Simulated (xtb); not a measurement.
A run for xtb: GFN2-xTB on CdCl, 2S+1 = 2, a spin state set in the input, which need not be the lowest, a point of a bond scan (R = 2.499 Å).

```
$ xtb mol.xyz --gfn 2 --sp --chrg 0 --uhf 1
2

Cd     0.00000000     0.00000000     0.00000000
Cl     0.00000000     0.00000000     2.49930400
```

### Question
Predict the final total energy.

### Answer
-5.1332 hartree.
